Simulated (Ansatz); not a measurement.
Start from `O[Si](F)(Cl)O[SiH3]` and change one atom or group to get `F[Si](Cl)(O[SiH3])O[SiH3]`.

Ansatz, PBE0-D4/def2-TZVP geometries, multiplicity 1. Each molecule was computed in one conformer, which needn't be the lowest.

| property | `O[Si](F)(Cl)O[SiH3]` |
| --- | --- |
| HOMO–LUMO gap (ωB97M-V/def2-TZVPP) / eV | 13.12 |
| HOMO energy (B3LYP/def2-TZVPP) / eV | -9.13 |
| LUMO energy (PBE0/def2-TZVPP) / eV | -0.18 |
| HOMO energy (PBE0/def2-TZVPP) / eV | -9.36 |
| HOMO energy (PBE/def2-TZVPP) / eV | -7.85 |
| LUMO energy (B3LYP/def2-TZVPP) / eV | -0.43 |

What does the change do to each property? (Estimate.)

The calculation gave: 
```tsv
property	`F[Si](Cl)(O[SiH3])O[SiH3]`	shift
HOMO–LUMO gap (ωB97M-V/def2-TZVPP) / eV	12.91	-0.21
HOMO energy (B3LYP/def2-TZVPP) / eV	-9.03	0.10
LUMO energy (PBE0/def2-TZVPP) / eV	-0.30	-0.12
HOMO energy (PBE0/def2-TZVPP) / eV	-9.26	0.10
HOMO energy (PBE/def2-TZVPP) / eV	-7.79	0.06
LUMO energy (B3LYP/def2-TZVPP) / eV	-0.52	-0.09
```

With PBE0 the HOMO rises by 0.10 eV and the LUMO falls by 0.12 eV, so the gap narrows by about 0.22 eV. PBE moves the HOMO by 0.06 eV and ωB97M-V by 0.09 eV.

B3LYP here is the variant with VWN-RPA as its local correlation; programs differ in this.
